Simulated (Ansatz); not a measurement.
Diatomic AlCo, multiplicity 3 (the spin of the measured ground state). No spin–orbit coupling. Co is treated without relativity.

D_e counts from the fitted minimum to each atom's lowest state at the same level, without counterpoise.

Codes used: Ansatz (Gaussian basis) for Hartree–Fock, density functionals and correlated methods. 

### Question
One of these levels gives 50.42 kcal/mol for the bond energy D_e. Which one is it?
(A) r2SCAN/def2-TZVPP
(B) B3LYP/def2-TZVPP
(C) PBE/def2-TZVPP

### Answer
A, r2SCAN/def2-TZVPP. The others give 55.67 (PBE/def2-TZVPP), 44.49 (B3LYP/def2-TZVPP)

Doubts at one or more of the structures used: a spin-contaminated determinant (r2SCAN/def2-TZVPP).

Ansatz is a program for electronic structure.
